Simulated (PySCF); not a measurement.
## How methods differ on the ionisation energy of Sn²⁺

Sn²⁺ [Kr] 4d10 5s2 (1S) → Sn³⁺ [Kr] 4d10 5s1 (2S), as a difference of total energies. Computed with PySCF 2.14 in def2-TZVPPD with the def2 core potential (28 electrons) (7s5p4d2f, 56 functions), with a scalar-relativistic core potential. Correlated levels: valence: 4s2 4p6 4d10 frozen. The calculations carry no spin-orbit coupling.

| method | ionisation energy (eV) |
| --- | --- |
| UHF | 28.541 |
| MP2 (valence) | 29.224 |
| SCS-MP2 (valence) | 29.360 |
| CCSD (valence) | 29.481 |

Errors of the correlated levels include the incompleteness of this basis and the frozen core.

With two correlated electrons CCSD is exact in that space.

**Question.** Which method comes closest to the reference value, and which is furthest?

**Answer.** The reference is 30.506 eV (measured; NIST Atomic Spectra Database, ionization energies). Closest: CCSD (valence) (error -1.025 eV); furthest: UHF (error -1.965 eV).
